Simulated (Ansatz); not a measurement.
## Ligand exchange: C2H7BO + CH8O4Si2 → C2H7BO2 + CH8O3Si2

Species: C2H7BO `CCBO`, singlet; CH8O4Si2 `CO[Si](O)(O)O[SiH3]`, singlet; C2H7BO2 (ethylboronic acid) `CCB(O)O`, singlet; CH8O3Si2 `CO[SiH](O)O[SiH3]`, singlet. The partners trade H for OH: B–H and Si–OH bonds give way to B–OH and Si–H.

Shapes, held fixed at every level: PBE0-D4/def2-TZVP. Flexible molecules stand in one conformer, not always the lowest. Programs: Ansatz 0.2.0. Electronic energies: no zero-point or thermal term.

```json
{"level": "B3LYP-D4/def2-TZVPP", "kind": "global hybrid", "ΔE (kJ/mol)": "-19.2", "less CCSD(T)/CBS estimate": "-1.6"}
{"level": "wB97X-V/def2-TZVPP", "kind": "range-separated hybrid", "ΔE (kJ/mol)": "-19.7", "less CCSD(T)/CBS estimate": "-2.1"}
{"level": "B2PLYP/def2-TZVPP", "kind": "double hybrid", "ΔE (kJ/mol)": "-19.9", "less CCSD(T)/CBS estimate": "-2.3"}
{"level": "MP2/def2-TZVPP", "kind": "perturbation theory", "ΔE (kJ/mol)": "-18.9", "less CCSD(T)/CBS estimate": "-1.3"}
{"level": "CCSD(T)/def2-TZVPP", "kind": "coupled cluster or CI", "ΔE (kJ/mol)": "-18.9", "less CCSD(T)/CBS estimate": "-1.3"}
{"level": "CCSD/def2-TZVPP", "kind": "coupled cluster or CI", "ΔE (kJ/mol)": "-18.0", "less CCSD(T)/CBS estimate": "-0.4"}
{"level": "CCSD(T)/CBS estimate", "kind": "coupled cluster or CI", "ΔE (kJ/mol)": "-17.6", "less CCSD(T)/CBS estimate": "0.0"}
```

The highest level, CCSD(T)/CBS estimate, gives ΔE = -17.6 kJ/mol; the levels span -19.9 to -17.6. The column of differences is taken from that level and isn't an error. No measured value is set beside it here. The CBS estimate extrapolates MP2 from def2-TZVPP and def2-QZVPP and adds CCSD(T) − MP2 in the triple-zeta set, cores frozen.
